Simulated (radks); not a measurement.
The numbers below are computed, except where a source is named.
Question: Species: W LVII. Configuration: [Ar]. Level of theory: non-relativistic Kohn-Sham, LDA (Slater exchange, Perdew-Wang correlation), spin-unpolarised, spherical densities, point nucleus; relativity is left out, which matters for an element this heavy (a radial shooting solver on a logarithmic mesh with Libxc functionals). Some entries of the table are withheld. Estimate them.

orbital  occ.  eigenvalue (hartree)  <r^2> (bohr^2)  <1/r> (bohr^-1)
1s          2             -2489.319       0.0005605              (1)
2s          2             -528.6067        0.008581              (2)
2p          6             -514.2589        0.006333            17.39
3s          2             -210.8721             (3)            7.242
3p          6             -205.2655         0.04266            7.201
3d          0             -196.4116             (4)            7.100
4s          0             -112.1954          0.1598              (5)

Answer: 
(1) 1s <1/r> (bohr^-1): 73.41
(2) 2s <1/r> (bohr^-1): 17.40
(3) 3s <r^2> (bohr^2): 0.04714
(4) 3d <r^2> (bohr^2): 0.03160
(5) 4s <1/r> (bohr^-1): 3.903
